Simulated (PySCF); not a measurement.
# [Yb(SH)3]−: from a saddle point downhill

PySCF 2.14.0, RKS PBE0, Yb lcecp-0-SVP with ECP60, S def2-SVP, H def2-SVP; non-relativistic Hamiltonian with scalar-relativistic core potentials where named; density fitting; no spin-orbit coupling. Relaxed within the symmetry of its start, the geometry (C3v) is

```xyz
7

Yb    0.0000    0.0000   -0.0347
S     2.7972    0.0000    0.0197
H     2.8448    0.0000    1.3729
S    -1.3986    2.4225    0.0197
H    -1.4224    2.4636    1.3729
S    -1.3986   -2.4225    0.0197
H    -1.4224   -2.4636    1.3729
```

and its lowest harmonic modes are -207, -195, -195, 46, 65, 65 cm⁻¹ (negative: unstable). It was moved along the lowest mode and relaxed again, within the group C3 that the move left.

Task: Where does it end, and how much lower?

Result: In C3h, 0.259 eV lower, after 30 steps:
```xyz
7

Yb    0.0000    0.0000    0.5794
S     2.7303    0.5195    0.5857
H     3.0442   -0.7975    0.6021
S    -1.8150    2.1048    0.5857
H    -0.8314    3.0351    0.6021
S    -0.9153   -2.6242    0.5857
H    -2.2128   -2.2376    0.6021
```

Task: How do the contacts change?

Result: 
```
    contact  saddle (Å)  end (Å)
Yb1–S2 (SH)       2.798    2.779
Yb1–S4 (SH)       2.798    2.779
Yb1–S6 (SH)       2.798    2.779
```


Task: Is the end a minimum?

Result: Yes; lowest modes 49, 52, 52, 117, 139, 139 cm⁻¹.

An lcecp potential fixes the number of 4f electrons, so in runs with it no electron can move into or out of that shell.

State: singlet in the valence, with the 4f electrons in the core potential.
